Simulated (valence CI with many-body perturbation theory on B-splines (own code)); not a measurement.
**Ag XIV: one-electron terms**

Computed by relativistic CI+MBPT: six valence electrons over a frozen Dirac-Fock core [Ar] 3d10, radial functions for each j: 9 s, 9 p, 8 d, 6 f, 3 g, 1 h, with the one-electron correlation potential Σ1 (screened to all orders), the two-electron term Σ2, the three-electron term Σ3, Breit, model QED; selected single and double excitations, second order for the rest, scaled by the run's own slope (own B-spline code, finite nucleus).

No measured spectrum was set against this ion. As an estimate, levels hold to about 250 cm⁻¹ or 0.2 % of their energy and the worst to 1 %, as in measured heavy ions of charge 2 to 7; those with d or f electrons hold less well. Among the levels kept, up to 1300 cm⁻¹ of a level comes from second order outside the variational space, and about a tenth of that is noise between levels of different J, which matters for small intervals.

These are the spectroscopic orbitals of the CI (the correlating ones are not listed), shaped by the core and the other valence electrons. h is the expectation value of the core's Dirac-Fock operator, without the valence repulsion; Σ1 is computed up to l = 3 at one energy for each symmetry, that of its lowest orbital but kept below the first core excitation, so for empty shells it is not the orbital's own correlation shift; Breit and QED include the response of the core.

```
Orbital  h (hartree)  Σ1 (cm⁻¹)  Breit (cm⁻¹)  QED (cm⁻¹)  ⟨r⟩ (bohr)
  4s1/2      -18.303     -10710          1424        1100      0.8360
  5s1/2      -10.304      -3155           530         411       1.544
  6s1/2      -6.6002      -1385           251         196       2.476
  7s1/2      -4.5941       -747           141         110       3.614
  4p1/2      -16.854     -10182          2146       -56.9      0.8657
  5p1/2      -9.6292      -3077           806       -21.1       1.619
  6p1/2      -6.2436      -1406           397       -10.3       2.586
  7p1/2      -4.3827       -775           227        -5.9       3.762
  4p3/2      -16.553      -9525          1333        46.2      0.8839
  5p3/2      -9.4987      -2937           503        17.6       1.643
  6p3/2      -6.1755      -1353           258         8.7       2.616
  7p3/2      -4.3426       -749           148         5.0       3.798
  4d3/2      -14.169      -8620           647       -58.1      0.9453
  5d3/2      -8.3881      -2822           259       -22.5       1.794
  6d3/2      -5.5861      -1399           138       -11.8       2.832
  4d5/2      -14.112      -8449           335       -30.8      0.9506
  5d5/2      -8.3627      -2778           132       -11.9       1.800
  6d5/2      -5.5724      -1379          70.4        -6.3       2.840
  4f5/2      -11.573      -6749          83.6       -13.8       1.032
  5f5/2       -7.251      -2474          44.2        -7.4       1.970
  4f7/2      -11.568      -6674         -16.4        -9.3       1.033
  5f7/2      -7.2481      -2442          -8.6        -5.2       1.971
  5g7/2      -6.8228                      0.1        -0.6       1.905
  5g9/2      -6.8219                     -1.3         0.2       1.905
```

Among the shells of the start configuration 4s2 4p4, Σ1 is largest in size for 4s1/2, where it is 0.27 % of h.

Lowest root of each symmetry, sizes in configuration state functions:

| J | Parity | Roots | Reference | Variational | Second order | Change by selected CI (cm⁻¹) | Change by second order (cm⁻¹) |
| --- | --- | --- | --- | --- | --- | --- | --- |
| 0 | even | 3 | 24 | 45682 | 1119573 | -18502 | -62 |
| 1 | even | 2 | 46 | 54845 | 3702265 | -17497 | -161 |
| 2 | even | 3 | 65 | 51784 | 6006153 | -17631 | -208 |
| 0 | odd | 5 | 26 | 60154 | 1638209 | -17417 | -57 |
| 1 | odd | 10 | 69 | 59280 | 5253967 | -17630 | -347 |
| 2 | odd | 10 | 85 | 54129 | 8323533 | -16445 | -853 |
| 3 | odd | 8 | 75 | 53057 | 9510259 | -22920 | -1102 |
| 4 | odd | 5 | 51 | 52324 | 8504287 | -23054 | -955 |
| 5 | odd | 1 | 27 | 52656 | 5339362 | -29177 | -742 |
